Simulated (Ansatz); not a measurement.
Saddle point of Si$_{2}$H$_{6}$ClOF$_{3}$, closed shell (Si₂H₃ClF₂ ([F][Si]([F])([SiH3])[Cl]) + H₂O + HF → SiClF₃ ([F][Si]([F])([F])[Cl]) + SiH₄ + H₂O; bonds formed: Si1–F7, Si2–H8, H6–O9; bonds broken: Si1–Si2, H6–F7, H8–O9), PBE0-D4/def2-TZVP structure:

Si1  (-0.453, 0.985, -0.619)
Si2  (-0.822, -0.710, 1.186)
F3  (0.350, 0.698, -1.992)
F4  (-1.042, 2.454, -0.482)
Cl5  (-2.302, 0.151, -1.298)
H6  (2.033, 0.084, -0.121)
F7  (0.972, 1.435, 0.190)
H8  (0.697, -0.763, -0.027)
O9  (1.823, -0.858, -0.348)
H10  (-1.675, 0.356, 1.777)
H11  (0.223, -1.033, 2.205)
H12  (-1.601, -1.919, 0.848)
H13  (1.796, -0.880, -1.320)
(Å)

Energies are electronic, without zero-point energy. Barriers and step energies count from the start structure reached by relaxing down the imaginary mode; all methods use the PBE0-D4 structures, on which another method's saddle can fall below an end. Program: Ansatz 0.2.0. Basis: def2-TZVPP, with def2-QZVPP for the basis limit. Cores are frozen in the correlated methods. B3LYP uses VWN-RPA correlation. Extrapolation: Hartree–Fock as exp(−7.88 √X), correlation as X^−2.97.

```json
{"method": "SPW92", "barrier (eV)": "?", "step energy (eV)": "-0.646"}
{"method": "PBE-D4", "barrier (eV)": "1.358", "step energy (eV)": "-0.785"}
{"method": "BLYP-D4", "barrier (eV)": "1.638", "step energy (eV)": "-0.969"}
{"method": "r2SCAN-D4", "barrier (eV)": "1.351", "step energy (eV)": "-1.064"}
{"method": "B97M-V", "barrier (eV)": "1.479", "step energy (eV)": "-1.193"}
{"method": "PBE0-D4", "barrier (eV)": "1.533", "step energy (eV)": "-0.907"}
{"method": "B3LYP-D4", "barrier (eV)": "1.750", "step energy (eV)": "-1.048"}
{"method": "r2SCAN0-D4", "barrier (eV)": "1.515", "step energy (eV)": "-1.103"}
{"method": "BHLYP-D4", "barrier (eV)": "1.955", "step energy (eV)": "-1.175"}
{"method": "CAM-B3LYP-D4", "barrier (eV)": "?", "step energy (eV)": "-1.094"}
{"method": "wB97X-V", "barrier (eV)": "1.713", "step energy (eV)": "-1.070"}
{"method": "wB97M-V", "barrier (eV)": "1.614", "step energy (eV)": "-1.123"}
{"method": "B2PLYP", "barrier (eV)": "1.809", "step energy (eV)": "-1.131"}
{"method": "PBE-QIDH", "barrier (eV)": "1.666", "step energy (eV)": "-1.066"}
{"method": "RPA on PBE", "barrier (eV)": "?", "step energy (eV)": "-1.204"}
{"method": "HF", "barrier (eV)": "2.618", "step energy (eV)": "-1.512"}
{"method": "MP2", "barrier (eV)": "1.735", "step energy (eV)": "-1.186"}
{"method": "CCSD", "barrier (eV)": "1.942", "step energy (eV)": "-1.217"}
{"method": "CCSD(T)", "barrier (eV)": "1.791", "step energy (eV)": "-1.161"}
```

Task: Fill in the withheld barriers. (To be estimated.)

Result: Computed: CAM-B3LYP-D4 1.762; SPW92 0.844; RPA on PBE 1.789 eV. Each is the energy of the saddle less that of the start structure, by the same method.

For comparison, the barrier by CCSD(T) at an estimated basis limit (MP2 extrapolated from triple and quadruple zeta, plus CCSD(T) − MP2 in triple zeta) is 1.741 eV.

No T1 diagnostic of these runs exceeds 0.013.

Labels in which every atom is bracketed show which atoms are joined, not bond orders.

For scale, one of the runs: CCSD(T)/def2-TZVPP, 334 basis functions, launched by `ansatz run in.yaml --threads 4 --pin off --events-out ev --progress --plain --max-ram 66560MiB --backend cuda --devices 0, --max-vram 37GiB`. The run took 11 s on 4 CPU threads of an AMD EPYC 7R13 and a share of one NVIDIA H100 (shared host), with 0.84 GiB of host memory at its peak.
